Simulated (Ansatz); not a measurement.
Ansatz results at the PBE0-D4/def2-TZVP geometry: zero-point energy (PBE0-D4/def2-TZVP) 135.8 kJ/mol; size of the dipole moment (B3LYP/def2-TZVPP) 1.10 D; size of the dipole moment (PBE/def2-TZVPP) 1.00 D.

Each molecule was computed in one conformer, which needn't be the lowest.

Which molecule gave them?
A. `[CH3][GeH2][O]`•
B. `[CH2][GeH2][OH]`•
C. `[Cl][SnH][GeH3]`•
D. `[O][GeH2][OH]`•

B. The others give `[Cl][SnH][GeH3]`•: 79.4, 2.66, 2.49; `[CH3][GeH2][O]`•: 141.1, 2.49, 2.64; `[O][GeH2][OH]`•: 81.8, 1.64, 1.72.

B3LYP here is the variant with VWN-RPA as its local correlation; programs differ in this.
